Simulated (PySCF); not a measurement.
# Static response to an electric field

Compound: C₇H₉FOS.
Structure used (PBE0-D3(BJ)/def2-SVP), in Å, numbered top down from 1:
```xyz
19
C7H9FOS angstrom
C     -3.081    1.215   -0.380
C     -2.009    0.947    0.113
C     -0.727    0.637    0.744
C     -0.497    1.575    1.938
C     -0.657   -0.831    1.176
S      1.105   -1.184    1.592
O      1.436   -2.534    1.034
C      1.654    0.111    0.367
C      0.437    0.760   -0.264
F      0.107    0.073   -1.405
H     -4.029    1.448   -0.828
H      0.445    1.346    2.460
H     -0.471    2.624    1.610
H     -1.317    1.465    2.661
H     -1.296   -1.068    2.037
H     -0.870   -1.515    0.342
H      2.237   -0.450   -0.376
H      2.305    0.828    0.885
H      0.610    1.814   -0.540
```

Level: B3LYP/def2-SVPD (PySCF), static field, nuclei fixed, core orbitals frozen in the response. The polarisability tensor in these axes (au):

```
x   119.11 -14.98   9.44
y   -14.98 103.85  -5.60
z     9.44  -5.60  91.64
```

Question: Give the principal values, the mean and the anisotropy Δα = √{½[(α1 − α2)² + (α2 − α3)² + (α1 − α3)²]}.

Answer: Principal values 88.60, 94.67 and 131.33 au; mean 104.87 au = 15.54 Å³ = 17.29 × 10⁻⁴⁰ C²·m²/J; Δα = 40.04 au (38 % of the mean).

Question: What is the dipole moment, and where does it point?

Answer: (-1.14, 4.65, 1.30) D, 4.97 D in size, pointing from the negative to the positive side. Measured along this direction, the outermost atoms are O7 at the negative end and H13 at the positive end.

Question: In TDDFT the mean static polarisability is Σ f/ω² over all singlet excitations (ω in hartree). How much of it do the 10 lowest give? Their energies (eV) and oscillator strengths: 5.43, 0.0261; 5.47, 0.0057; 5.75, 0.0213; 6.22, 0.0018; 6.36, 0.0107; 6.38, 0.0070; 6.46, 0.0001; 6.58, 0.0355; 6.62, 0.0224; 6.77, 0.0047.

Answer: They add up to 2.70 au, 2.6 % of the 104.87 au; the largest single term is 0.66 au, from the state at 5.43 eV. Terms in order: 0.66, 0.14, 0.48, 0.03, 0.20, 0.13, 0.00, 0.61, 0.38, 0.08 au. Higher excitations give the rest. The strengths listed sum to 0.135.

Question: What molar refraction does this α imply?

Answer: Lorentz–Lorenz: R = (4π/3)N_A α = 2.5225 cm³/(mol·Å³) × 15.54 Å³ = 39.2 cm³/mol, in the limit of long wavelengths.

Question: What depolarisation ratio follows for Rayleigh scattering of linearly polarised light, taking the static tensor?

Answer: ρ = 3Δα²/(45ᾱ² + 4Δα²) = 4809.1/(494853 + 6412.1) = 0.00959.

Question: Directions of the eigenvectors, and the extent of the frame along each?

Answer: Largest value along (0.82, -0.50, 0.27), where the nuclei span 6.99 Å; middle along (0.52, 0.86, 0.02), 3.78 Å; least along (-0.24, 0.12, 0.96), 4.42 Å. The strongest response lies along the longest span, while the other two are in reverse order.

Question: In a dilute gas of rigid molecules at 500 K, how does the orientational term μ²/3kT compare with the electronic polarisability?

Answer: In Gaussian units μ²/3kT = 119.07 Å³ against 15.54 Å³, a ratio of 7.66; the Debye molar polarisation (4π/3)N_A(α + μ²/3kT) is 339.6 cm³/mol, leaving out the vibrational part.

Isolated species at its PBE0-D3(BJ)/def2-SVP geometry (one conformer only).
